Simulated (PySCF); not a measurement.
# Two-component Hartree-Fock for Ir³⁸⁺ (iridium, charge +38)

Start: [Kr] 4d3; 4d3/2 filled at m_j = -1/2, +1/2, +3/2. Calculated with PySCF 2.14 in an uncontracted even-tempered set (16 s from 4.3 bohr⁻², ratio 2.8; 14 p from 5.6 bohr⁻², ratio 2.8; 9 d from 5.6 bohr⁻², ratio 2.8; 3 f from 21 bohr⁻², ratio 3): generalised Hartree-Fock with the X2C-1e Hamiltonian and a Gaussian nucleus; one run each with spin-orbit coupling (SO) switched off, then screened by Boettger's factors.

```
spinor shell  electrons  ε, spin-free (eV)  ε, screened SO (eV)  weight of nominal j (screened SO)  rms radius, screened SO (bohr)
       1s1/2          2           -78201.1             -78172.5                              1.000                          0.0197
       2s1/2          2           -15207.2             -15197.1                              1.000                          0.0796
       2p1/2          2           -13439.6             -14609.4                              1.000                          0.0675
       2p3/2          4           -13439.6             -12971.5                              1.000                          0.0752
       3s1/2          2            -4860.2              -4856.2                              1.000                           0.201
       3p1/2          2            -4331.3              -4595.8                              1.000                           0.193
       3p3/2          4            -4331.3              -4221.9                              1.000                           0.208
       3d3/2          4            -3751.4              -3800.2                              1.000                           0.182
       3d5/2          6            -3751.4              -3714.5                              1.000                           0.186
       4s1/2          2            -2143.9              -2142.2                              1.000                           0.420
       4p1/2          2            -1943.1              -2033.2                              0.999                           0.420
       4p3/2          4            -1943.1              -1904.6                              1.000                           0.449
       4d3/2          3            -1733.9              -1743.2                              0.997                           0.430
```

```
   quantity     spin-free   screened SO
E (hartree)  -16941.97065  -16968.27906
        M_J           3/2           3/2
       ⟨J²⟩         6.751         3.776
       ⟨L²⟩        12.001         7.832
       ⟨S²⟩         3.750         2.156
```

Each row is a mean over spinors that exchange with the open shell spreads, by up to 13.156 eV (4p1/2).

Breit and QED terms are absent; they matter most for the inner s and p1/2 levels.

Densities and radii are taken from the X2C orbitals without a picture-change correction, which distorts them close to the nucleus.

Without spin-orbit coupling the j labels of p, d and f shells carry no meaning; the spin-free column gives the mean over the occupied spinors of each nl shell, and its ⟨J²⟩ belongs to a mixture of degenerate components.
